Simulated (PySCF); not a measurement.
Ga(Cl)2(OMe) (CH3Cl2GaO), SMILES [O]([Ga]([Cl])[Cl])C. Geometry: PBE-D3(BJ)/def2-SVP. The structure was generated by enumeration; whether it is a known compound was not checked. Other conformers were not sampled.

Question: Give the equilibrium geometry at PBE-D3(BJ)/def2-SVP (PySCF confirms it by a frequency run) as a Z-matrix, and its point group. (An estimate is asked for; the answer gives what the named calculation found.)

Answer: One answer among several that fit: point group Cs.
```
O
C 1 1.4214
H 2 1.1121 1 109.57
H 2 1.1121 3 107.97 1 -119.27
H 2 1.1130 3 108.02 4 -116.58
Ga 1 1.7832 2 122.55 3 120.86
Cl 6 2.1354 1 118.50 2 180.00
Cl 6 2.1521 1 119.88 2 0.00
```
Charge 0, spin multiplicity 1.
